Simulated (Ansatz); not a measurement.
Cartesian coordinates (Å):
SMILES: C1=C[NH2+]C=C1
```xyz
11

C      0.8684     0.9485     0.1621
C     -0.4460     1.0933     0.0924
N     -1.0429    -0.2413    -0.0949
C      0.0981    -1.1738    -0.1240
C      1.2084    -0.4681     0.0269
H      1.5774     1.7498     0.2975
H     -1.0997     1.9473     0.1446
H     -1.5828    -0.2876    -0.9672
H     -1.6897    -0.4694     0.6693
H     -0.0985    -2.2245    -0.2536
H      2.2072    -0.8744     0.0470
```
Charge +1, spin multiplicity 1.

The numbers are results of frozen-core CCSD(T)/cc-pVTZ // CAM-B3LYP-D3(BJ)/def2-TZVP (Ansatz, a quantum-chemistry and plane-wave program), not measurements. The restricted HF reference is unstable towards unrestricted orbitals.

HF energy: -209.21173 Ha
MP2 correlation energy: -0.82745 Ha

Q: Estimate the CCSD correlation energy, the (T) correction, the total energy and the T1 diagnostic.

A: 
| Property | Result |
|---|---|
| CCSD correlation energy | -0.85827 Ha |
| (T) correction | -0.04100 Ha |
| CCSD(T) total energy | -210.11099 Ha |
| T1 diagnostic | 0.011 |
